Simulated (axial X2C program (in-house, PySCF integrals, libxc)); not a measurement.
Potential curves of HgI, 2c in a model world with the speed of light multiplied by 0.8

Calculated with an in-house all-electron X2C program for linear molecules (integrals from PySCF). Two-component (2c) means X2C with spin–orbit coupling and atomic mean-field two-electron Coulomb and Gaunt terms; the speed of light was multiplied by 0.8, so these are model numbers, not those of the real molecule. Basis: Hg dyall-v2z [11s13p9d5f], I dyall-v2z [9s10p7d] (cores contracted in-house); Gaussian nuclei, density fitting, unrestricted open shells. Masses: Hg 201.971 u, I 126.904 u.

State: Ω = 1/2 (⟨Sz⟩ = 0.36, ⟨Lz⟩ = 0.14 at PW91). Energies in kJ/mol from the fragments at the same level (Hg + I). Fits are polynomials in 1 − R0/R over 0.85 to 1.23 times the lowest point R0.

| R (Å) | PW91 | PBEsol |
| --- | --- | --- |
| 2.5300 | -1.64 | -22.02 |
| 2.6463 | -15.68 | -32.23 |
| 2.7335 | -20.40 | -34.49 |
| 2.8208 | -22.15 | -34.06 |
| 2.9080 | -22.01 | -32.00 |
| 3.0098 | -20.52 | -28.58 |
| 3.1116 | -18.27 | -24.67 |
| 3.2424 | -15.04 | -19.65 |
| 3.4024 | -11.17 | -14.04 |
| 3.6350 | -6.39 | -7.45 |

The state is a single determinant with fixed occupations, the lowest that a limited PBE0 search found. De is counted from the lowest determinant-based energies of the atoms at the same level, without counterpoise correction. Density functionals use the spin component along the axis (collinear). Without a current term, density functionals place determinants with orbital angular momentum somewhat too high. The bond is weak and the correlated curve of this state has no minimum in the scanned range, so this well may be an artefact of the functional.

(1) What are Re, ωe and De at the PW91 level?

(2) Fit the PBEsol curve near its minimum: give the equilibrium distance, the harmonic wavenumber and the well depth.

Answers

(1) At PW91, 2c: Re = 2.855 Å, ωe ≈ 84.4 cm⁻¹, De = 0.23 eV to Hg + I; Be follows as 0.0265 cm⁻¹.

(2) At PBEsol, 2c: Re = 2.757 Å, ωe ≈ 105 cm⁻¹, De = 0.36 eV to Hg + I; Be follows as 0.0284 cm⁻¹.
